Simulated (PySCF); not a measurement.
Species: 2-(ethylthio)-3-methyl-1-butene, C7H14S.
Bonds: C1–C2 (double), C2–S3, S3–C4, C4–C5, C2–C6, C6–C7, C6–C8. Hydrogens: H9, H10 on C1; H11, H12 on C4; H13, H14, H15 on C5; H16 on C6; H17, H18, H19 on C7; H20, H21, H22 on C8.

The calculation used PySCF 2.14.0, PBE0-D3(BJ)/def2-SVP geometry optimisation, gas phase.

(1) List the bond lengths, angles and torsions at this level.

Results:

(1) 
```
                   bond  length (Å)
                  C1=C2       1.340
                  C2–S3       1.766
                  S3–C4       1.809
                  C4–C5       1.518
                  C2–C6       1.518
           C6–C7, C6–C8       1.527
                  C1–H9       1.091
                 C1–H10       1.091
         C4–H11, C4–H12       1.102
 C5–H13, C5–H14, C5–H15       1.100
                 C6–H16       1.106
C7–H17 and 5 like bonds       1.101
```

Bonds in one row agree within 0.01 Å and their mean is given. A selection of angles:
```
   angle  degrees
C1–C2–S3    125.3
C1–C2–C6    124.3
S3–C2–C6    110.3
C2–S3–C4    104.4
S3–C4–C5    114.3
C2–C6–C7    113.4
C2–C6–C8    110.3
C7–C6–C8    111.4
```

Torsions: C1–C2–S3–C4 -11° (synperiplanar); C2–S3–C4–C5 -74° (synclinal); C1–C2–C6–C7 -26° (synperiplanar). The mirror-image conformer, all signs reversed, is as good.

The 5 C–C bonds span 1.340 Å (C1=C2, drawn double) to 1.531 Å (C6–C8, drawn single), a spread of 0.191 Å. The 2 C–S bonds span 1.766 Å (C2–S3, drawn single) to 1.809 Å (S3–C4, drawn single), a spread of 0.043 Å. Of the pairs four or more bonds apart, H9···H11 is among the closest relative to their van der Waals radii: 2.10 Å, 88 % of the sum of Bondi's values.

Point group: C1 (no symmetry element, even within 0.4 Å). No frequency check. One conformer, not necessarily the lowest.
